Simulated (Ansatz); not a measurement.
Input file for Ansatz (an electronic-structure program): U-RI-MP2/aug-cc-pVQZ on NO (SMILES [N]=O). The basis file is the Basis Set Exchange's JSON of that set.

Ansatz 0.2 input:
```yaml
crystal:
  periodic: [false, false, false]
  atoms:
    - {symbol: N, position_ang: [-0.00000000, 0.00000000, -0.57246321]}
    - {symbol: O, position_ang: [0.00000000, -0.00000000, 0.57246321]}
basis:
  gaussian:
    orbitals: aug-cc-pVQZ
    fitting: {mean_field: def2-universal-JKFIT, correlation: aug-cc-pVQZ-RIFIT.json}
magnetization: {spin_polarized: true, initial_magnetization: 1}
correlation: {method: mp2, electrons: outside_noble_gas}
scf: {omitted_lower_state_checks: [cluster_reference]}
```

It printed:

```
WARN ansatz: RAYON_NUM_THREADS=4 ignored (pool sized by the plan → 4); use --threads N
Functional definition: HF
these checks for a lower state are left out or cut short: cluster_reference
integrals: 0.05 GiB planned
154 factors; integrals over basis functions are off by at most 1.2e0 eV
336 factors; integrals over basis functions are off by at most 6.2e-1 eV
mean field: 0.26 GiB planned
mean field evaluation 1: about -3517.9208 eV, gradient 1.3e1 eV
mean field evaluation 2: about -3518.4365 eV, gradient 7.0e0 eV
mean field evaluation 4: about -3518.6231 eV, gradient 6.7e-1 eV
mean field evaluation 8: about -3518.6413 eV, gradient 4.2e-3 eV
mean field evaluation 16: about -3518.2562 eV, gradient 2.9e0 eV
mean field -3518.64134136 eV, -129.3076842743 hartree, gradient 7.9e-6 eV, S^2 0.786175; 4 other end points of the search recorded, 0 dependent functions left out
2 core orbitals not correlated
reference -3518.64134136 eV, -129.3076842743 hartree; 6, 5 occupied and 152, 153 virtual orbitals, 336 factors
second order -11.66187277 eV of doubles, -0.00000000 eV of singles
Total energy: -3530.30321414 eV, -129.7362501941 hartree
Checks for a lower state left out: cluster_reference
```

The run converged.

Cost: very roughly 3.0 core-seconds.
